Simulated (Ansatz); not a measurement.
This geometry of Cl3GeH (5 atoms, charge 0, multiplicity 1) is a first-order saddle point.

The calculation used RKS PBE0-D4/def2-SVP (Ansatz).

```xyz
5
Properties=species:S:1:pos:R:3
Ge -0.331 0.000 0.382
H 0.830 0.000 1.522
Cl 2.150 0.000 0.409
Cl -0.825 1.723 -0.802
Cl -0.825 -1.723 -0.802
```

(1) Which two structures does it join? (They come from a converged band through this point; their orientation in space is the band's.)

(2) How far does it lie above each of them?

Results:

(1) Bonds broken: Ge1–H2, Ge1–Cl3. Bonds formed: H2–Cl3. Cl3GeH becomes Cl2Ge + ClH.

Image 0:

```xyz
5
Properties=species:S:1:pos:R:3
Ge 0.177 0.000 0.286
H -0.066 0.000 1.792
Cl 2.270 0.000 -0.138
Cl -0.690 1.732 -0.616
Cl -0.690 -1.732 -0.616
```

Image 10:

```xyz
5
Properties=species:S:1:pos:R:3
Ge -1.040 0.000 0.170
H 1.729 0.000 2.132
Cl 1.906 0.000 0.855
Cl -0.798 1.685 -1.225
Cl -0.798 -1.685 -1.224
```

(2) 50.0 kcal/mol above the first and 25.6 kcal/mol above the second. This is the barrier of this one path; another mechanism may lie lower. The orbitals stay closed-shell, which can raise the energy where a bond breaks towards radicals; this wasn't checked here.

Run time: 5.4 min on 2 threads of Intel(R) Xeon(R) Platinum 8259CL CPU @ 2.50GHz (Skylake/Cascade Lake) (shared host), peak memory 0.23 GiB.
